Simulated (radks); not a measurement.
Question: The mean radii <r> (bohr) of the occupied orbitals of an atom or ion are listed with their occupations. All-electron calculation, scalar-relativistic Kohn-Sham, LB94 model potential, spin-polarised, spherical densities, finite nucleus; Fermi nuclear charge, rms radius of each element as measured or else 0.836 A^(1/3) + 0.57 fm. Program: a radial shooting solver on a logarithmic mesh with Libxc functionals.

| orbital | occ. | <r> |
|---|---|---|
| 1s | 2 | 0.02108 |
| 2s | 2 | 0.08838 |
| 2p | 6 | 0.07794 |
| 3s | 2 | 0.2116 |

Name the element and its charge. Open shells, if any, are filled with parallel spins first.

Answer: Z = 66, dysprosium, charge +54: Dy54+ in [Ne] 3s2. The 1s radius gives Z: for a bare nucleus <r> = (2 gamma + 1)/(2Z) with gamma = sqrt(1 - (Z/c)^2), 0.02085 bohr for Z = 66, and screening makes it slightly larger (0.02108 here). The occupations add up to 12, and the charge is Z minus that.
